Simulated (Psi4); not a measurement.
O$_{2}$Zr (SMILES [O]=[Zr]=[O]), singlet, geometry from GFN2-xTB (such geometries of metal compounds can be far from the true shape) (all electrons, no relativity), with bond 2-1 at 1.6 times its length; Psi4 with BLYP/3-21G.

Psi4 was given this input:
```
memory 2 GB

molecule {
0 1
  Zr   -0.14735518   -0.16294999   -0.21094306
  O     2.40501205    1.06813239   -0.48227384
  O    -0.71109845    0.20827346    1.43524010
}

set basis 3-21g
set scf_type pk
set dft_radial_scheme becke

energy('blyp')
print_variables()
```

Write the output that Psi4 gives for this input, abridged.


```
   => Loading Basis Set <=

    Name: 3-21G
    Role: ORBITAL
    Keyword: BASIS

         ---------------------------------------------------------
                                   SCF
               by Justin Turney, Rob Parrish, Andy Simmonett
                          and Daniel G. A. Smith
                              RKS Reference
         ---------------------------------------------------------

  ==> Geometry <==

    Molecular point group: cs
    Full point group: Cs

    Geometry (in Angstrom), charge = 0, multiplicity = 1:

       Center              X                  Y                   Z               Mass
    ------------   -----------------  -----------------  -----------------  -----------------
         ZR           0.328795695144    -0.191675208088     0.000000000000    89.904697700000
         O           -2.503281033773    -0.479953019975     0.000000000000    15.994914619570
         O            0.655176290481     1.557326800931     0.000000000000    15.994914619570

  Running in cs symmetry.

  Rotational constants: A =      0.48319  B =      0.13200  C =      0.10368 [cm^-1]
  Rotational constants: A =  14485.63150  B =   3957.32648  C =   3108.19843 [MHz]
  Nuclear repulsion =  163.671956019769397

  Charge       = 0
  Multiplicity = 1
  Electrons    = 56
  Nalpha       = 28
  Nbeta        = 28

  ==> Algorithm <==

  SCF Algorithm Type is PK.
  DIIS enabled.
  MOM disabled.
  Fractional occupation disabled.
  Guess Type is SAD.
  Energy threshold   = 1.00e-06
  Density threshold  = 1.00e-06
  Integral threshold = 1.00e-12

  ==> Primary Basis <==

  Basis Set: 3-21G
    Blend: 3-21G
    Number of shells: 24
    Number of basis functions: 57
    Number of Cartesian functions: 57
    Spherical Harmonics?: false
    Max angular momentum: 2

  ==> DFT Potential <==

   => LibXC <=

    Version 7.1.2
    S. Lehtola, C. Steigemann, M. J. T. Oliveira, and M. A. L. Marques,  SoftwareX 7, 1–5 (2018) (10.1016/j.softx.2017.11.002)

   => Composite Functional: BLYP <=

    BLYP GGA Exchange-Correlation Functional

    P.J. Stephens et. al., J. Phys. Chem., 98, 11623-11627, 1994
    B. Miehlich et. al., Chem. Phys. Lett., 157(3), 200-206 1989

    Deriv               =              1
    GGA                 =           TRUE
    Meta                =          FALSE

    Exchange Hybrid     =          FALSE
    MP2 Hybrid          =          FALSE

   => Exchange Functionals <=

    1.0000     XC_GGA_X_B88

   => Correlation Functionals <=

    1.0000     XC_GGA_C_LYP

   => LibXC Density Thresholds  <==

    XC_GGA_C_LYP:  1.00E-14
    XC_GGA_X_B88:  1.00E-15

   => Molecular Quadrature <=

    Radial Scheme          =          BECKE
    Pruning Scheme         =           NONE
    Nuclear Scheme         =       TREUTLER

    Blocking Scheme        =         OCTREE
    BS radius alpha        =              1
    Pruning alpha          =              1
    Radial Points          =             75
    Spherical Points       =            302
    Total Points           =          58907
    Total Blocks           =            505
    Max Points             =            253
    Max Functions          =             55
    Weights Tolerance      =       1.00E-15

  ==> Integral Setup <==

  Using in-core PK algorithm.
   Calculation information:
      Number of atoms:                   3
      Number of AO shells:              24
      Number of primitives:             51
      Number of atomic orbitals:        57
      Number of basis functions:        57

      Integral cutoff                 1.00e-12
      Number of threads:                 1

  Performing in-core PK
  Using 2734062 doubles for integral storage.
  We computed 35320 shell quartets total.
  Whereas there are 45150 unique shell quartets.

  ==> DiskJK: Disk-Based J/K Matrices <==

    J tasked:                  Yes
    K tasked:                   No
    wK tasked:                  No
    Schwarz Cutoff:          1E-12

  Minimum eigenvalue in the overlap matrix is 1.6096218585E-03.
  Reciprocal condition number of the overlap matrix is 3.5003368989E-04.
    Using symmetric orthogonalization.

  ==> Pre-Iterations <==

  SCF Guess: Superposition of Atomic Densities via on-the-fly atomic UHF (no occupation information).

   -------------------------
    Irrep   Nso     Nmo
   -------------------------
     A'        42      42
     A"        15      15
   -------------------------
    Total      57      57
   -------------------------

  ==> Iterations <==

                        Total Energy        Delta E     RMS |[F,P]|

   @RKS iter SAD: -3671.88394328618415   -3.67188e+03   0.00000e+00
    Occupation by irrep:
             Ap   App
    DOCC [    20,    8 ]
    NA   [    20,    8 ]
    NB   [    20,    8 ]

   @RKS iter   1: -3672.85812739129551   -9.74184e-01   3.17415e-02 DIIS/ADIIS
    Occupation by irrep:
             Ap   App
    DOCC [    21,    7 ]
    NA   [    21,    7 ]
    NB   [    21,    7 ]

   @RKS iter   2: -3648.37126840444444    2.44869e+01   9.23444e-02 DIIS/ADIIS
   @RKS iter   3: -3666.26675165560391   -1.78955e+01   4.72146e-02 DIIS/ADIIS
   @RKS iter   4: -3671.75685871764426   -5.49011e+00   4.43808e-02 DIIS/ADIIS
   @RKS iter   5: -3673.11500169490682   -1.35814e+00   2.11138e-02 DIIS/ADIIS
   @RKS iter   6: -3673.10669431791666    8.30738e-03   2.25623e-02 DIIS/ADIIS
   @RKS iter   7: -3673.80092843532793   -6.94234e-01   9.03410e-03 DIIS/ADIIS
   @RKS iter   8: -3667.54868884658526    6.25224e+00   4.79534e-02 DIIS/ADIIS
   @RKS iter   9: -3669.19710089608634   -1.64841e+00   5.16525e-02 DIIS/ADIIS
   @RKS iter  10: -3670.03480398989177   -8.37703e-01   5.09417e-02 DIIS/ADIIS
   @RKS iter  11: -3670.34661162743760   -3.11808e-01   5.02652e-02 DIIS/ADIIS
   @RKS iter  12: -3673.00134256098545   -2.65473e+00   2.68494e-02 DIIS/ADIIS
   @RKS iter  13: -3672.89534974460094    1.05993e-01   3.20725e-02 DIIS/ADIIS
   @RKS iter  14: -3673.86372157295727   -9.68372e-01   3.18253e-03 DIIS/ADIIS
   @RKS iter  15: -3672.97437374346100    8.89348e-01   2.81556e-02 DIIS/ADIIS
   @RKS iter  16: -3673.49933383880943   -5.24960e-01   1.84773e-02 DIIS/ADIIS
   @RKS iter  17: -3673.74270530269860   -2.43371e-01   1.11622e-02 DIIS/ADIIS
   @RKS iter  18: -3673.78365506813634   -4.09498e-02   9.21272e-03 DIIS/ADIIS
   @RKS iter  19: -3673.87097074785470   -8.73157e-02   1.50905e-03 DIIS/ADIIS
   @RKS iter  20: -3673.87209331299573   -1.12257e-03   1.49603e-03 DIIS/ADIIS
   @RKS iter  21: -3673.87310578835422   -1.01248e-03   1.10046e-03 DIIS/ADIIS
   @RKS iter  22: -3673.87355662922982   -4.50841e-04   8.59704e-04 DIIS/ADIIS
   @RKS iter  23: -3673.87355373891751    2.89031e-06   8.60950e-04 DIIS/ADIIS
   @RKS iter  24: -3673.87365901242447   -1.05274e-04   7.89510e-04 DIIS/ADIIS
   @RKS iter  25: -3673.87419041262774   -5.31400e-04   2.19432e-04 DIIS/ADIIS
   @RKS iter  26: -3673.87423217434980   -4.17617e-05   5.27218e-05 DIIS
   @RKS iter  27: -3673.87423443077023   -2.25642e-06   1.76231e-05 DIIS
   @RKS iter  28: -3673.87423472178261   -2.91012e-07   1.41024e-06 DIIS
   @RKS iter  29: -3673.87423472348064   -1.69803e-09   3.39730e-07 DIIS
  Energy and wave function converged.

  ==> Post-Iterations <==

   Electrons on quadrature grid:
      Ntotal   =   56.0000269273 ; deviation = 2.693e-05

    Orbital Energies [Eh]
    ---------------------

    Doubly Occupied:

       1Ap  -636.670152     2Ap   -87.298143     3Ap   -79.759498
       4Ap   -79.759126     1App  -79.759056     5Ap   -18.702306
       6Ap   -18.632909     7Ap   -14.405202     8Ap   -11.477302
       2App  -11.476714     9Ap   -11.475946    10Ap    -6.678406
       3App   -6.678390    11Ap    -6.677851     4App   -6.677439
      12Ap    -6.677421    13Ap    -1.922260    14Ap    -1.172695
       5App   -1.143913    15Ap    -1.136742    16Ap    -0.775885
      17Ap    -0.692721     6App   -0.287352    18Ap    -0.286784
      19Ap    -0.282937    20Ap    -0.181323     7App   -0.150974
      21Ap    -0.148135

    Virtual:

      22Ap    -0.141995     8App   -0.126541    23Ap    -0.120325
       9App   -0.080292    24Ap    -0.052940    25Ap    -0.033184
      10App   -0.015029    26Ap     0.004759    27Ap     0.024010
      28Ap     0.042491    11App    0.075751    29Ap     0.113638
      30Ap     0.180451    31Ap     0.347871    12App    0.630871
      32Ap     0.637523    13App    0.659797    33Ap     0.662536
      34Ap     0.685066    35Ap     1.408685    14App    1.427188
      15App    1.446759    36Ap     1.469106    37Ap     1.499078
      38Ap     1.550011    39Ap     2.011367    40Ap     2.379194
      41Ap     2.663545    42Ap    99.109635

    Final Occupation by Irrep:
             Ap   App
    DOCC [    21,    7 ]
    NA   [    21,    7 ]
    NB   [    21,    7 ]

  @RKS Final Energy: -3673.87423472348064

   => Energetics <=

    Nuclear Repulsion Energy =            163.6719560197693966
    One-Electron Energy =               -5402.4514826137801720
    Two-Electron Energy =                1693.8779131013911865
    DFT Exchange-Correlation Energy =    -128.9726212308613071
    Empirical Dispersion Energy =           0.0000000000000000
    VV10 Nonlocal Energy =                  0.0000000000000000
    Total Energy =                      -3673.8742347234806402

Computation Completed

Properties will be evaluated at   0.000000,   0.000000,   0.000000 [a0]

Properties computed using the SCF density matrix

 Multipole Moments:

 ------------------------------------------------------------------------------------
     Multipole            Electronic (a.u.)      Nuclear  (a.u.)        Total (a.u.)
 ------------------------------------------------------------------------------------

 L = 1.  Multiply by 2.5417464519 to convert [e a0] to [Debye]
 Dipole X            :          5.1658399           -3.0859419            2.0798980
 Dipole Y            :         -2.7304668            1.7989851           -0.9314817
 Dipole Z            :          0.0000000            0.0000000            0.0000000
 Magnitude           :                                                    2.2789546

 ------------------------------------------------------------------------------------

  Variable Map:
  ----------------------------------------------------------------------------
  "CURRENT ENERGY"              =>   -3673.874234723481
  "CURRENT REFERENCE ENERGY"    =>   -3673.874234723481
  "DD SOLVATION ENERGY"         =>       0.000000000000
  "DFT FUNCTIONAL TOTAL ENERGY" =>   -3673.874234723481
  "DFT TOTAL ENERGY"            =>   -3673.874234723481
  "DFT VV10 ENERGY"             =>       0.000000000000
  "DFT XC ENERGY"               =>    -128.972621230861
  "GRID ELECTRONS ALPHA"        =>      28.000013463643
  "GRID ELECTRONS BETA"         =>      28.000013463643
  "GRID ELECTRONS TOTAL"        =>      56.000026927287
  "NUCLEAR REPULSION ENERGY"    =>     163.671956019769
  "ONE-ELECTRON ENERGY"         =>   -5402.451482613780
  "PCM POLARIZATION ENERGY"     =>       0.000000000000
  "PE ENERGY"                   =>       0.000000000000
  "SCF ITERATION ENERGY"        =>   -3673.874234723481
  "SCF ITERATIONS"              =>      29.000000000000
  "SCF TOTAL ENERGY"            =>   -3673.874234723481
  "TWO-ELECTRON ENERGY"         =>    1693.877913101391
  "XC GRID RADIAL POINTS"       =>      75.000000000000
  "XC GRID SPHERICAL POINTS"    =>     302.000000000000
  "XC GRID TOTAL POINTS"        =>   58907.000000000000

  Array Variable Map:
  ----------------------------------------------------------------------------
  "CURRENT DIPOLE"              =>       2.079898010959 ... 0.000000000000 1 by 3
  "SCF DIPOLE"                  =>       2.079898010959 ... 0.000000000000 1 by 3
  "SCF TOTAL ENERGIES"          =>   -3671.883943286184 ... -3673.874234723481 1 by 30
```
